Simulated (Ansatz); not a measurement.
GeH4O (SMILES [OH][GeH3]) moved off its minimum; all values from Ansatz (a program for electronic structure), cores frozen in correlated methods.
(charge 0, multiplicity 1)
```xyz
6

Ge    -0.3739    -0.0985    -0.1082
O      1.5153    -0.4495    -0.2034
H     -0.2679    -0.1112     1.6432
H     -0.9410    -0.8956    -0.4994
H     -0.6672     1.5476    -0.1205
H      1.8866     0.2253     0.0627
```

```json
[
 {"level": "HF/def2-TZVPP", "largest force (eV/Å)": "31.83", "on atom": "Ge1", "rms difference from CCSD(T)/aug-cc-pVTZ (eV/Å)": "0.491", "dipole (D)": "2.64"},
 {"level": "PBE/def2-TZVPP", "largest force (eV/Å)": "29.69", "on atom": "Ge1", "rms difference from CCSD(T)/aug-cc-pVTZ (eV/Å)": "0.434", "dipole (D)": "1.98"},
 {"level": "r2SCAN/def2-TZVPP", "largest force (eV/Å)": "30.06", "on atom": "Ge1", "rms difference from CCSD(T)/aug-cc-pVTZ (eV/Å)": "0.359", "dipole (D)": "2.08"},
 {"level": "B3LYP/def2-TZVPP", "largest force (eV/Å)": "30.06", "on atom": "Ge1", "rms difference from CCSD(T)/aug-cc-pVTZ (eV/Å)": "0.333", "dipole (D)": "2.18"},
 {"level": "wB97M-V/def2-TZVPP", "largest force (eV/Å)": "30.34", "on atom": "Ge1", "rms difference from CCSD(T)/aug-cc-pVTZ (eV/Å)": "0.296", "dipole (D)": "2.26"},
 {"level": "MP2/aug-cc-pVTZ", "largest force (eV/Å)": "31.26", "on atom": "Ge1", "rms difference from CCSD(T)/aug-cc-pVTZ (eV/Å)": "0.100", "dipole (D)": "2.36"},
 {"level": "CCSD(T)/aug-cc-pVTZ", "largest force (eV/Å)": "31.02", "on atom": "Ge1", "rms difference from CCSD(T)/aug-cc-pVTZ (eV/Å)": "0.000", "dipole (D)": "2.29"}
]
```

The differences count from one level among others, with limits of its own. Forces at CCSD(T)/aug-cc-pVTZ (eV/Å):

| atom | Fx | Fy | Fz |
|---|---|---|---|
| Ge1 | 17.112 | 21.691 | 14.114 |
| O2 | -8.179 | -10.281 | -5.056 |
| H3 | -0.737 | -0.231 | -1.943 |
| H4 | -14.537 | -20.181 | -10.611 |
| H5 | 0.190 | -1.733 | -0.806 |
| H6 | 6.150 | 10.736 | 4.303 |
